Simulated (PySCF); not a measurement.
**Two-dimensional NMR puzzle**

Compound of formula C9H10O2. Correlations simulated from computed shifts and the bond graph:

HSQC (one-bond C–H):
```tsv
δH	δC
8.44	137.0
7.54	133.8
4.09	53.9
2.55	24.5
```

COSY cross peaks (H two or three bonds apart, from the bond graph; peaks can be absent where the dihedral angle is near 90°):
```tsv
δH	δH
8.44	7.54
```

HMBC (two and three bonds, from the bond graph):
```tsv
δH	δC
8.44	173.2, 149.6, 137.0, 133.8, 132.0
7.54	149.6, 137.0, 133.8, 132.0, 24.5
4.09	173.2
2.55	149.6, 133.8
```

Carbons without hydrogens: δ 173.2, 149.6, 132.0.

Computed data (PySCF 2.14.0 with density-fitted response routines): shielding tensors at PBE0/pcSseg-1 (GIAO), structure optimised with GFN2-xTB. No relativistic terms, single conformer, no solvent model, rapidly exchanging positions averaged.

References, each an isolated molecule treated in the same way: 1H and 13C vs TMS.

Exchangeable hydrogens are left out of these lists.

Which molecule is this?

Results:

`InChI=1S/C9H10O2/c1-7-3-5-8(6-4-7)9(10)11-2/h3-6H,1-2H3`.

Mapped SMILES: `[CH3:1][O:2][C:3](=[O:4])[c:5]1[cH:6][cH:7][c:8]([CH3:9])[cH:10][cH:11]1`. Each H is labelled by its parent atom.

1. δC 173.2 is C3, an ester carbonyl carbon.
2. δC 149.6 is C8, a substituted aromatic carbon.
3. δC 137.0 is C6/C11, an aromatic CH (δH 8.44).
4. δC 133.8 is C7/C10, an aromatic CH (δH 7.54).
5. δC 132.0 is C5, a substituted aromatic carbon.
6. δC 53.9 is C1, a methyl carbon bonded to O (δH 4.09).
7. δC 24.5 is C9, a methyl carbon on an aromatic ring (δH 2.55).
8. HMBC from δH 8.44 reaches the proton-free carbons C3, C8, C5.
9. HMBC from δH 7.54 reaches the proton-free carbons C8, C5.
10. HMBC from δH 4.09 reaches the proton-free carbon C3.
11. HMBC from δH 2.55 reaches the proton-free carbon C8.
12. COSY links 8.44–7.54.

This is the structure that produced the data.

Shifts are as computed. Against solution values, carbons near 30 ppm lie about +3 ppm off and those near 130 ppm about +5 ppm. Of 1211 compounds with measured shifts, 218 miss one by over three times the rms of a fit or turn the order of signals round; such compounds aren't used in these exercises.
